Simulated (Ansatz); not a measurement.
Gas-phase electronic energies from Ansatz, PBE0-D4/def2-TZVP geometries. CCSD(T)/CBS is the MP2 limit (def2-TZVPP, def2-QZVPP) plus CCSD(T) − MP2 in def2-TZVPP, frozen cores. DFT in def2-TZVPP. B3LYP here is the variant with VWN-RPA as its local correlation; programs differ in this. One conformer a species, not always the lowest.

`C[Si@H](O)[Si@H](O)F` + `O[SiH](O)O[SiH](O)F` → `O[Si@H](F)[Si@H](O)F` + `C[SiH](O)O[SiH](O)O`  (redistribution)

| level | ΔE (eV) |
| --- | --- |
| PBE0-D4 | 0.15 |
| B3LYP-D4 | 0.13 |
| MP2/def2-TZVPP | 0.15 |
| HF/CBS(def2) | 0.17 |

Task: What does CCSD(T)/CBS give? (Best estimate.)

Result: Computed: +0.15 eV. The listed levels differ from it by 0.00, -0.02, 0.00, 0.02 eV.

Largest T1 diagnostic among the species: 0.013.
